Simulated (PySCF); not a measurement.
Species: C8H8ClP.
SMILES with atom numbers: `[Cl:1][c:2]1[cH:3][p:4][cH:5][c:6]([CH:7]2[CH2:8][CH2:9]2)[cH:10]1`

Structure used (GFN2-xTB), in Å, numbered top down from 1:
```
atom  x, y, z in Å
Cl1    3.057    2.139   -0.121
C2     2.222    0.632    0.136
C3     2.972   -0.464    0.500
P4     2.303   -2.035    0.794
C5     0.628   -1.720    0.500
C6     0.066   -0.506    0.132
C7    -1.398   -0.448   -0.074
C8    -2.193    0.778    0.297
C9    -2.005    0.429   -1.140
C10    0.850    0.633   -0.043
H11    4.041   -0.349    0.610
H12   -0.037   -2.568    0.619
H13   -1.888   -1.399    0.093
H14   -3.165    0.630    0.741
H15   -1.658    1.624    0.701
H16   -1.339    1.031   -1.739
H17   -2.848    0.039   -1.690
H18    0.382    1.562   -0.329
```

NICS is the negative of the GIAO shielding at a point without a nucleus: at the ring centre (0) and 1 Å above and below it (1); zz is the component along the ring normal. Level: GIAO PBE0/pcSseg-1 (PySCF, non-relativistic, gas phase) on the GFN2-xTB geometry, one conformer.

Ring bond lengths (Å), with Mayer bond orders in brackets: C2–C3 1.377 (1.42), C3–P4 1.732 (1.31), P4–C5 1.729 (1.33), C5–C6 1.388 (1.44), C6–C10 1.393 (1.36), C10–C2 1.384 (1.36); C7–C8 1.508 (0.93), C8–C9 1.491 (0.97), C9–C7 1.508 (0.93).

**Question.** Give the NICS values of each ring in ppm.

**Answer.** 
```json
{"ring": "C2–C3–P4–C5–C6–C10", "type": "6-membered ring with P; formal bonds all aromatic", "NICS(0)": "-7.7", "NICS(1), two faces": "-10.1 / -10.1", "NICS(1)zz, two faces": "-23.9 / -23.9", "rms pucker (Å)": "0.00", "centre to ring atoms, mean (Å)": "1.49"}
{"ring": "C7–C8–C9", "type": "3-membered carbocycle; formal bonds all single", "NICS(0)": "-42.9", "NICS(1), two faces": "-8.0 / -7.5", "NICS(1)zz, two faces": "-24.1 / -25.1", "rms pucker (Å)": "0.00", "centre to ring atoms, mean (Å)": "0.87"}
```

**Question.** What do they say, and how far can they be read as aromaticity?

**Answer.** 
- C2–C3–P4–C5–C6–C10: mean NICS(1)zz -23.9 ppm, shielded.
- C7–C8–C9: mean NICS(1)zz -24.6 ppm, shielded. C7, C8, C9 have four or more neighbours; no verdict on aromaticity is drawn. NICS(0) lies 35 ppm below the mean NICS(1).

**Question.** And the bond-length index? HOMA = 1 − mean of α(R − Ropt)² over the ring bonds, with Krygowski's 1993 parameters (CC: Ropt 1.388 Å, α 257.7 Å⁻²; CP: Ropt 1.698 Å, α 118.91 Å⁻²).

**Answer.** 
- C2–C3–P4–C5–C6–C10: HOMA 0.95; the largest term is that of C3–P4, α(R − Ropt)² = 0.14.

**Question.** Give the inner angles of the rings and the Hirshfeld charges of the ring atoms.

**Answer.** 
- C2–C3–P4–C5–C6–C10: C2 125.1° (+0.022 e), C3 123.8° (-0.126 e), P4 100.4° (+0.104 e), C5 126.6° (-0.114 e), C6 121.4° (+0.020 e), C10 122.7° (-0.058 e); sum 720.0° against 720° for a flat convex ring.
- C7–C8–C9: C7 59.3° (-0.038 e), C8 60.4° (-0.083 e), C9 60.4° (-0.083 e); sum 180.0° against 180° for a flat convex ring.

**Question.** What are the shieldings of the ring atoms and their hydrogens in the same run (means over atoms taken as equivalent)?

**Answer.** 
```csv
atoms,environment,σ isotropic (ppm)
C2,aromatic C–Cl carbon,35.7
C3,aromatic CH carbon,27.6
P4,phosphorus bonded to 2 C,82.0
C5,aromatic CH carbon,26.3
C6,substituted aromatic carbon,28.0
C7,benzylic-type carbon,165.1
C8 (×2),three-membered-ring carbon,171.3
C10,aromatic CH carbon,58.4
H11,aromatic hydrogen,22.85
H12,aromatic hydrogen,22.83
H13,methine hydrogen,29.90
H14 (×2),methylene hydrogen,30.55
H15 (×2),methylene hydrogen,30.98
H18,aromatic hydrogen,24.99
```

The list is cut; further classes of hydrogen are left out.

Cost: about 2.1 min of CPU time on one thread; the machine was shared, so the figure is rough. This is the whole shielding run at PBE0/pcSseg-1, SCF included.
